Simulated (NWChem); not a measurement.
MoH$_{6}$O$_{2}$; SMILES [OH][MoH4][OH]

```xyz
9

Mo     0.0000     0.1373    -0.1731
O     -1.6951    -0.0307     0.6034
H     -2.5277    -0.4121     0.3058
O      1.6951    -0.0307     0.6034
H      2.5277    -0.4121     0.3058
H      0.8338    -0.2192    -1.5460
H      0.0000    -1.3917    -0.7630
H      0.0000     1.3697    -1.3031
H     -0.8338    -0.2192    -1.5460
```
Atoms are numbered in this order, from 1.

Level: PBE0/def2-SVP with def2 effective core potentials on Mo (NWChem), optimised geometry, unscaled harmonic frequencies. def2 effective core potentials on Mo; no spin-orbit coupling.

Problem. List the harmonic frequencies with IR intensities, and the thermochemistry.

Solution. 
```tsv
frequency (cm⁻¹)	IR intensity (km/mol)
117	8.0
272	11.5
349	9.2
466	16.0
545	99.8
630	218.6
666	4.0
710	118.7
723	68.0
725	219.4
871	1.4
885	27.5
907	13.7
945	43.7
1207	57.7
2022	65.1
2065	52.6
2093	58.5
2119	29.5
3911	344.5
3915	38.4
```

The zero-point energy is 37.4 kcal/mol, the thermal correction to the enthalpy at 298.15 K (with zero-point energy) is 41.5 kcal/mol and the heat capacity Cv is 20.1 cal/(mol K). The entropy at 298.15 K and 1 atm (symmetry number 1) comes out as 74.4 cal/(mol K).

Rigid rotor and harmonic oscillator.
